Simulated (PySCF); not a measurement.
2H-pyran-5-one (C₅H₆O₂), SMILES O=C1C=CCOC1. Heavy atoms are numbered as in [O:1]=[C:2]1[CH:3]=[CH:4][CH2:5][O:6][CH2:7]1. Hydrogens are named by the atom that carries them.

Geometry optimised at B3LYP-D3(BJ)/def2-SVP. One conformer was computed; it need not be the lowest.

Calculation: PBE/pcSseg-1 (PySCF).

GIAO shieldings, no solvent; atoms alike by connectivity are averaged. δ = σ(ref) − σ: ¹⁷O against H2O (σ = 334.3 ppm); ¹³C against TMS (σ = 182.0 ppm); ¹H against TMS (σ = 31.49 ppm), references at their B3LYP-D3(BJ)/def2-TZVP geometries, non-relativistic.

```json
[
 {"nucleus": "¹⁷O", "atoms": "O1", "count": "1", "δ (ppm)": "661.9"},
 {"nucleus": "¹⁷O", "atoms": "O6", "count": "1", "δ (ppm)": "45.6"},
 {"nucleus": "¹³C", "atoms": "C2", "count": "1", "δ (ppm)": "196.5"},
 {"nucleus": "¹³C", "atoms": "C4 (CH)", "count": "1", "δ (ppm)": "155.8"},
 {"nucleus": "¹³C", "atoms": "C3 (CH)", "count": "1", "δ (ppm)": "134.9"},
 {"nucleus": "¹³C", "atoms": "C7 (CH2)", "count": "1", "δ (ppm)": "80.2"},
 {"nucleus": "¹³C", "atoms": "C5 (CH2)", "count": "1", "δ (ppm)": "72.4"},
 {"nucleus": "¹H", "atoms": "H on C4", "count": "1", "δ (ppm)": "7.34"},
 {"nucleus": "¹H", "atoms": "H on C3", "count": "1", "δ (ppm)": "6.34"},
 {"nucleus": "¹H", "atoms": "H on C5", "count": "2", "δ (ppm)": "4.75"},
 {"nucleus": "¹H", "atoms": "H on C7", "count": "2", "δ (ppm)": "4.42"}
]
```
